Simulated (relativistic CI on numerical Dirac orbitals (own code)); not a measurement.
**Mo²³⁺: q coefficients and field-shift factors**

Method of calculation: Dirac-Coulomb-Breit CI, orbitals from a KLI potential per configuration, derivatives by finite differences, unscaled Slater integrals, QED left out (own radial code, finite nucleus).

CI space (outside the closed core [Ne]): 3s²3p⁶3d, 3s²3p⁵3d², 3s3p⁶3d², 3s²3p⁶4s, 3s²3p⁶4p, 3p⁶3d³, 3p⁵3d⁴. Double excitations out of closed p, d and f shells are left out; levels of such configurations are missing from the list, as are those of other unlisted configurations, and high levels can miss mixing partners.

With x = (α/α₀)² − 1 an excitation energy changes as ω = ω₀ + qx; K = 2q/ω₀ is the relative enhancement. Terms are leading LS components, so labels can repeat. The field-shift factor is F = δν/δ⟨r²⟩ for the transition from the lowest level.

Lowest level 3s²3p⁶3d ²D3/2.

| Level | ω₀ (cm⁻¹) | q (cm⁻¹) | F (GHz/fm²) |
| --- | --- | --- | --- |
| 3s²3p⁶3d ²D5/2 | 36798 | 36650 | 0.206 |
| 3s²3p⁵3d² ⁴D°1/2 | 906912 | 30380 | 1.5 |
| 3s²3p⁵3d² ⁴D°3/2 | 915573 | 33000 | 1.54 |
| 3s²3p⁵3d² ⁴D°5/2 | 934075 | 47030 | 1.63 |
| 3s²3p⁵3d² ⁴D°7/2 | 957271 | 55940 | 1.72 |
| 3s²3p⁵3d² ²F°5/2 | 968231 | 30930 | 1.64 |
| 3s²3p⁵3d² ⁴G°7/2 | 971850 | 42850 | 1.52 |
| 3s²3p⁵3d² ⁴G°9/2 | 974289 | 52280 | 1.77 |
| 3s²3p⁵3d² ⁴G°11/2 | 985264 | 69950 | 1.91 |
| 3s²3p⁵3d² ⁴P°5/2 | 996440 | 59490 | 1.74 |
| 3s²3p⁵3d² ²D°3/2 | 997335 | 48050 | 1.65 |
| 3s²3p⁵3d² ⁴P°3/2 | 1005703 | 51480 | 1.49 |
| 3s²3p⁵3d² ²G°7/2 | 1020112 | 51010 | 1.78 |

At this charge energies of transitions that change n are usually good to better than 1 %, and those within a shell (Δn = 0) to a few per cent.

Question: Which transition from the lowest level has the largest |K|?

Answer: 3s²3p⁶3d ²D5/2 at 36798 cm⁻¹, K = 1.99.
